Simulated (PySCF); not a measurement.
Shapes and spin states of ITcN

Computed with PBE/[Tc def2-SVP with ECP28, N def2-SVP, I def2-SVP with ECP28], scalar-relativistic core potentials, density fitting, no spin–orbit coupling, PySCF.

Relaxations began from a few typed shapes and spin states; open shells are unrestricted. The search is not exhaustive: other isomers or separated fragments can lie lower, and high-lying points may rest on an excited occupation.

```csv
spin,group,bonds,angles,imaginary modes (cm⁻¹),ΔE (kJ/mol),ΔE with ZPE (kJ/mol)
doublet,Cs,"Tc–I 2.619 Å, Tc–N 1.599 Å",I–Tc–N 116.7°,none,0.0,0.0
quartet,Cs,"Tc–I 2.618 Å, Tc–N 1.629 Å",I–Tc–N 121.4°,none,18.5,18.0
doublet,C∞v,"Tc–I 2.711 Å, Tc–N 1.598 Å",I–Tc–N 180.0°,"104i, 104i",30.5,–
quartet,C∞v,"Tc–I 2.691 Å, Tc–N 1.656 Å",I–Tc–N 180.0°,"160i, 160i",65.5,–
```

The lowest minimum found is the doublet Cs: Tc–I 2.619 Å, Tc–N 1.599 Å; I–Tc–N 116.7°.

Formally Tc is in oxidation state +4, d3, with 1 unpaired electron (the high-spin count would be 3). The Mulliken spin on Tc is 1.13. The polar-tensor charge on Tc, 0.93, is far below the formal one.

For the lowest minimum: other spin states or occupations of the open shell can lie lower. No spin–orbit coupling is included, which matters more the heavier the element.
